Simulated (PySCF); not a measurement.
# ECD: `C=C1[C@@H](Cl)[C@@H]1[O][GeH3]`, C4H7ClGeO

Cartesian coordinates in Å; atom numbers follow the order of the lines, from 1:
```xyz
14

C    -2.355   -1.194    0.581
C    -1.389   -0.346    0.341
C    -0.929    0.828   -0.406
Cl   -1.560    2.429   -0.026
C    -0.021    0.135    0.592
O     1.058   -0.609    0.140
Ge    2.547    0.027   -0.545
H    -2.226   -2.014    1.268
H    -3.316   -1.102    0.100
H    -0.708    0.728   -1.462
H     0.155    0.657    1.531
H     2.249    0.815   -1.789
H     3.241    0.900    0.461
H     3.253   -1.254   -0.808
```

Level of theory: TDDFT CAM-B3LYP/def2-SVPD circular dichroism and optical rotation, one conformer, gas phase (PySCF 2.14.0). Geometry: GFN2-xTB.

The molecule is flexible and this is one conformer; a measurement averages over conformers. The calculation is non-relativistic, which matters for the atoms heavier than Zn.

Q: What are the CIP labels of the stereocentres?

A: C3 R, C5 R.

Q: Which excitations and rotatory strengths does the calculation give?

A: Rotatory strengths R in 10⁻⁴⁰ esu² cm², velocity form and length form (origin at the centre of mass); f in length form.
| state | E (eV) | λ (nm) | f | R (velocity) | R (length) | main |
| --- | --- | --- | --- | --- | --- | --- |
| 1 | 5.58 | 222 | 0.005 | +8.8 | +7.3 | HOMO→LUMO 0.91 |
| 2 | 5.67 | 219 | 0.008 | +34.2 | +31.4 | HOMO−1→LUMO 0.88 |
| 3 | 6.81 | 182 | 0.135 | +22.8 | +22.3 | HOMO→LUMO+2 0.35, HOMO−2→LUMO 0.30 |
| 4 | 6.94 | 179 | 0.309 | +51.8 | +51.9 | HOMO−2→LUMO 0.62, HOMO→LUMO+2 0.18 |
| 5 | 7.11 | 174 | 0.044 | +13.7 | +14.2 | HOMO−3→LUMO 0.37, HOMO−1→LUMO+2 0.14 |
| 6 | 7.25 | 171 | 0.008 | -5.1 | -6.2 | HOMO−4→LUMO 0.46, HOMO→LUMO+1 0.17 |
| 7 | 7.33 | 169 | 0.011 | -22.9 | -21.8 | HOMO−1→LUMO+2 0.30, HOMO→LUMO+1 0.14 |
| 8 | 7.54 | 164 | 0.028 | -35.4 | -34.0 | HOMO→LUMO+1 0.31, HOMO−3→LUMO 0.18 |

Among the states computed, the strongest CD band (largest |R|) is state 4. The largest dissymmetry factor in size, g = 4R/(D+G), with D and G the electric and magnetic dipole strengths, is +0.031 for state 2 (velocity form, f = 0.009), among bands with |R| over 0.5. The mirror image has the same energies and oscillator strengths and all R with the opposite sign.
